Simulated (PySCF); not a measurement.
PySCF input file for GeH7NOSi, SMILES [OH][GeH2][NH][SiH3], PBE/pcSseg-1. Geometry: ωB97X-D3(BJ)/def2-SVP. The structure was generated by enumeration, and PubChem lists no compound with its InChIKey, so it may never have been made. Other conformers were not sampled.

```python
import numpy as np
from pyscf import gto, scf, dft
from pyscf.prop.nmr import rks as nmr

mol = gto.M(
    atom='''
    O     2.08349303    0.62695823    0.07253523
    Ge    0.75134919   -0.55686355    0.08191849
    N    -0.75135163    0.12462738   -0.70503959
    Si   -2.17721126    0.72713303    0.08147526
    H     1.85908755    1.45325839    0.51531858
    H     0.35767252   -0.92345430    1.51976817
    H     1.31144855   -1.71679424   -0.74287249
    H    -0.69584046    0.22468498   -1.71561033
    H    -2.37223901    2.19665566   -0.12144904
    H    -2.01130111    0.46554889    1.54018880
    H    -3.41952710    0.05181456   -0.40239343
    ''',
    basis='pcSseg-1',
    charge=0,
    spin=0,
    max_memory=1600,
    verbose=3,
)
mf = dft.RKS(mol, xc='pbe')
mf.grids.level = 3
mf.conv_tol = 1e-10
mf.max_cycle = 100
mf.kernel()
n = nmr.NMR(mf)
n.verbose = 2
n.max_cycle_cphf = 60
sigma = n.kernel()
print('atom   isotropic/ppm   span/ppm')
for i, s in enumerate(sigma):
    w = np.linalg.eigvalsh((s + s.T) / 2)
    print(f'{mol.atom_symbol(i):2s}{i + 1:3d} {w.mean():14.3f} {w[2] - w[0]:11.3f}')
```

Log of the run:

```
converged SCF energy = -2499.87124654976
atom   isotropic/ppm   span/ppm
O   1        266.749      98.818
Ge  2       1259.254     222.546
N   3        228.292      79.010
Si  4        387.203     121.261
H   5         30.580      19.170
H   6         25.697      16.781
H   7         25.816      18.167
H   8         30.885      19.513
H   9         26.183       9.614
H  10         26.469       7.041
H  11         26.233       9.645
```

Self-consistency was reached.

Cost: about 25 core-seconds (a rough figure).
